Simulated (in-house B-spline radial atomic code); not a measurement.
## Ionising Pb6+ with different functionals

Computed with an all-electron radial atomic-structure program (B-spline basis): scalar-relativistic (spin-free X2C) Hamiltonian, Fermi nucleus of rms radius 5.5012 fm, spin-polarised at highest spin, spherical fractional occupations for the functionals, and exact exchange of hybrids averaged over the configuration. The ionisation energy is the difference of two self-consistent energies, [Xe] 4f14 5d8 → [Xe] 4f14 5d7, without Breit or QED terms; ε is the level of the shell that loses the electron (its least bound occupied spin orbital). There is no spin-orbit coupling in this Hamiltonian.

| method | rung | ΔSCF (eV) | -ε(5d) (eV) |
| --- | --- | --- | --- |
| PBE0 | global hybrid | 102.85 | 96.66 |
| B3LYP | global hybrid | 102.90 | 96.21 |
| TPSSh | global hybrid | ? | ? |
| BHandHLYP | global hybrid | 102.66 | 98.86 |
| r2SCAN0 | global hybrid | 102.90 | 96.78 |
| B97-1 | global hybrid | 102.90 | 96.30 |
| HSE06 | range-separated hybrid | ? | ? |
| wB97X | range-separated hybrid | 102.61 | 99.07 |
| CAM-B3LYP | range-separated hybrid | 102.84 | 98.14 |
| LC-wPBE | range-separated hybrid | 102.76 | 99.43 |

(1) What does TPSSh give?

(2) What does HSE06 give?

(3) Among the functionals, which spreads more, the ΔSCF values or the orbital energies?

(4) How do they compare with the NIST value?

## Answers

(1) ΔSCF 102.79 eV, and -ε(5d) = 95.17 eV.

(2) ΔSCF 102.78 eV, and -ε(5d) = 96.18 eV.

(3) The orbital energies: ΔSCF values span about 0.30 eV and the orbital energies 4.26 eV; here energy differences depend much less on the functional than eigenvalues do.

(4) NIST lists 100 eV ± 2 (tabulated theory, ground level to ground level). Errors run from +2.51 to +2.80 eV; all lie within about twice that uncertainty, so the table can't rank the methods.
